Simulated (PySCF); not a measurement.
Isomers of C5H13F3Si2, mass 186.051 u with the commonest isotopes. Computed with PBE0/pcSseg-1 in PySCF (dipole) on a GFN2-xTB geometry, gas phase. One conformer each, none proved a minimum here; rigid rotors.

Task: Order these by out-of-plane moment Σ m c² = (Ia + Ib − Ic)/2, smallest first.
A. `[CH3:1][CH2:2][CH2:3][Si@@H:4]([SiH2:5][CH3:6])[C:7]([F:8])([F:9])[F:10]` with C1–C2–C3–Si4 -178°, C2–C3–Si4–Si5 -179°, C3–Si4–Si5–C6 176°
B. `[CH3:1][SiH2:2][C@H:3]([CH3:4])[SiH2:5][CH2:6][C:7]([F:8])([F:9])[F:10]` with C1–Si2–C3–C4 -175°, Si2–C3–Si5–C6 -70°, C3–Si5–C6–C7 -59°
C. `[CH3:1][CH:2]([CH3:3])[SiH2:4][SiH2:5][CH2:6][C:7]([F:8])([F:9])[F:10]` with C1–C2–Si4–Si5 -53°, C2–Si4–Si5–C6 -50°, Si4–Si5–C6–C7 -57°
D. `[CH3:1][CH2:2][C@H:3]([SiH3:4])[CH2:5][SiH2:6][C:7]([F:8])([F:9])[F:10]` with C1–C2–C3–Si4 63°, C2–C3–C5–Si6 -56°, C3–C5–Si6–C7 -51°

Result: A (72.35 u·Å²), B (101.34 u·Å²), C (126.77 u·Å²), D (128.99 u·Å²).

Task: Order these by dipole moment, smallest first.
A. `[CH3:1][CH2:2][C@H:3]([SiH3:4])[CH2:5][SiH2:6][C:7]([F:8])([F:9])[F:10]` with C1–C2–C3–Si4 63°, C2–C3–C5–Si6 -56°, C3–C5–Si6–C7 -51°
B. `[CH3:1][CH:2]([CH3:3])[SiH2:4][SiH2:5][CH2:6][C:7]([F:8])([F:9])[F:10]` with C1–C2–Si4–Si5 -53°, C2–Si4–Si5–C6 -50°, Si4–Si5–C6–C7 -57°
C. `[CH3:1][SiH2:2][C@H:3]([CH3:4])[SiH2:5][CH2:6][C:7]([F:8])([F:9])[F:10]` with C1–Si2–C3–C4 -175°, Si2–C3–Si5–C6 -70°, C3–Si5–C6–C7 -59°

Result: C (1.76 D), B (2.29 D), A (2.58 D).

Task: Order these by rotational constant B, smallest first.
A. `[CH3:1][CH:2]([CH3:3])[SiH2:4][SiH2:5][CH2:6][C:7]([F:8])([F:9])[F:10]` with C1–C2–Si4–Si5 -53°, C2–Si4–Si5–C6 -50°, Si4–Si5–C6–C7 -57°
B. `[CH3:1][CH2:2][C@H:3]([SiH3:4])[CH2:5][SiH2:6][C:7]([F:8])([F:9])[F:10]` with C1–C2–C3–Si4 63°, C2–C3–C5–Si6 -56°, C3–C5–Si6–C7 -51°
C. `[CH3:1][SiH2:2][C@H:3]([CH3:4])[SiH2:5][CH2:6][C:7]([F:8])([F:9])[F:10]` with C1–Si2–C3–C4 -175°, Si2–C3–Si5–C6 -70°, C3–Si5–C6–C7 -59°

Result: B (498.6 MHz), A (520.3 MHz), C (595.9 MHz).

| SMILES | point group | Ia (u·Å²) | Ib (u·Å²) | Ic (u·Å²) | κ | μa (D) | μb (D) | μc (D) |
| --- | --- | --- | --- | --- | --- | --- | --- | --- |
| C[SiH2][C@H](C)[SiH2]CC(F)(F)F | C1 | 375.38 | 848.08 | 1020.79 | -0.76 | 1.29 | 0.05 | 1.19 |
| CC[C@H]([SiH3])C[SiH2]C(F)(F)F | C1 | 333.93 | 1013.55 | 1089.50 | -0.93 | 1.87 | 1.24 | 1.29 |
| CC(C)[SiH2][SiH2]CC(F)(F)F | C1 | 343.79 | 971.41 | 1061.66 | -0.91 | 1.53 | 0.68 | 1.57 |
| CCC[Si@@H]([SiH2]C)C(F)(F)F | C1 | 433.91 | 841.18 | 1130.39 | -0.57 | 0.03 | 2.45 | 0.56 |
